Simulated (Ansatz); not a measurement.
Input and output for CH₂BrNSi (`BrC1=N[SiH2]1`).

```yaml
crystal:
  periodic: [false, false, false]
  atoms:
    - {symbol: Br, position_ang: [-0.130147, -2.749697, 0.392220]}
    - {symbol: C, position_ang: [-0.204662, -0.908195, 0.018505]}
    - {symbol: N, position_ang: [-1.060729, -0.251367, -0.635811]}
    - {symbol: Si, position_ang: [0.253396, 0.807232, 0.001950]}
    - {symbol: H, position_ang: [1.246487, 1.334125, -0.952885]}
    - {symbol: H, position_ang: [-0.062246, 1.703802, 1.129821]}
basis:
  gaussian: {orbitals: def2-SVPD, final_grid: {core_spheres: 20, valence_spheres: 16, degree: 47}}
total_charge: 1
magnetization: {spin_polarized: true, initial_magnetization: 1}
hamiltonian: {xc: {name: B2GP-PLYP}}
output: {forces: true}
```

```sh
$ ansatz run in.yaml --threads 2 --pin off --events-out ev --progress --plain --max-ram 4352MiB
```

Shortened log:

```
Functional definition: B2GP-PLYP
1179 factors; integrals over basis functions are off by at most 8.0e-4 eV
mean field evaluation 1: about -80423.4729 eV, gradient 3.6e1 eV
mean field evaluation 2: about -80423.7314 eV, gradient 3.6e1 eV
mean field evaluation 4: about -80430.0223 eV, gradient 5.7e0 eV
mean field evaluation 8: about -80430.4582 eV, gradient 6.2e-1 eV
mean field evaluation 16: about -80430.5046 eV, gradient 4.1e-2 eV
mean field evaluation 32: about -80430.5047 eV, gradient 5.1e-6 eV
mean field -80430.50469089 eV, -2955.7665296361 hartree, gradient 5.1e-6 eV, S^2 0.772531; 2 other end points of the search recorded, 0 dependent functions left out
16 core orbitals not correlated: weight in the atoms' cores, before any rotation towards them, 1.000 or more for the frozen orbitals, at most 0.000 for the correlated occupied ones
reference -80430.50482648 eV, -2955.7665346188 hartree; 16, 15 occupied and 89, 90 virtual orbitals, 1179 factors
second order -19.16236915 eV of doubles, -0.00000000 eV of singles
Total energy: -80437.40327937 eV, -2956.0200480867 hartree
Atom 0 at    -0.130147    -2.749697     0.392220 Å, force     0.527624     0.987330     0.156041 eV/Å
Atom 1 at    -0.204662    -0.908195     0.018505 Å, force    -3.052691    -4.424157    -1.132174 eV/Å
Atom 2 at    -1.060729    -0.251367    -0.635811 Å, force     1.513982    -0.225611     0.990751 eV/Å
Atom 3 at     0.253396     0.807232     0.001950 Å, force     1.084818     4.369753    -0.093788 eV/Å
Atom 4 at     1.246487     1.334125    -0.952885 Å, force    -0.053768    -0.348855     0.066363 eV/Å
Atom 5 at    -0.062246     1.703802     1.129821 Å, force    -0.019964    -0.358459     0.012806 eV/Å
Dipole moment:     0.300073     1.127269    -0.011524 e Å
```

It took 35 s on 2 threads of an Arm Neoverse V1 on a shared host, with 0.55 GiB of host memory at the peak.
